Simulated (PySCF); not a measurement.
SbF₃, SMILES [F][Sb]([F])[F].

The structure is a stationary point at B3LYP-D3(BJ)/def2-SVP. The isomer is the one that the SMILES or the coordinates give; other isomers of the formula were not compared. The def2 effective core potentials stand for the cores of Sb; spin–orbit coupling is left out.

These are PBE/def2-TZVPD (PySCF) values and carry that method's errors.

Symmetry labels are those of the subgroup Cs that the program uses (full group C3v).

Computed valence orbital energies around the gap with their symmetry:
```
orbital  symmetry  energy (eV)
-------  --------  -----------
HOMO−7         A"       -11.46
HOMO−6         A'       -10.67
HOMO−5         A'       -10.01
HOMO−4         A"       -10.01
HOMO−3         A'        -9.62
HOMO−2         A"        -9.62
HOMO−1         A"        -9.49
HOMO           A'        -8.58
LUMO           A'        -2.69
LUMO+1         A"        -2.69
LUMO+2         A'        -1.57
LUMO+3         A'         0.03
```
